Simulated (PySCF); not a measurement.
Ionisation energy of Mo⁺ by level of theory

Mo⁺ [Kr] 4d5 (6S) → Mo²⁺ [Kr] 4d4 (5D), as a difference of total energies. All numbers are calculated (PySCF 2.14, the spin-free X2C one-electron Hamiltonian (Gaussian nucleus), in x2c-TZVPPall). Correlated levels: valence and next inner shell: [Ar] 3d10 frozen. The calculations carry no spin-orbit coupling.

Order these methods by the ionisation energy they give, lowest first.
A. CCSD(T) (valence and next inner shell)
B. MP2 (valence and next inner shell)
C. UHF
D. CCSD (valence and next inner shell)

C (15.083 eV), D (15.956 eV), A (16.006 eV), B (16.139 eV).

The reference lies between the lowest fine-structure levels, while these numbers refer to the centres of the terms.

Errors of the correlated levels include the incompleteness of this basis and the frozen core.

For comparison: 16.16 ± 0.12 eV (semi-empirical (NIST evaluation); NIST Atomic Spectra Database, ionization energies).
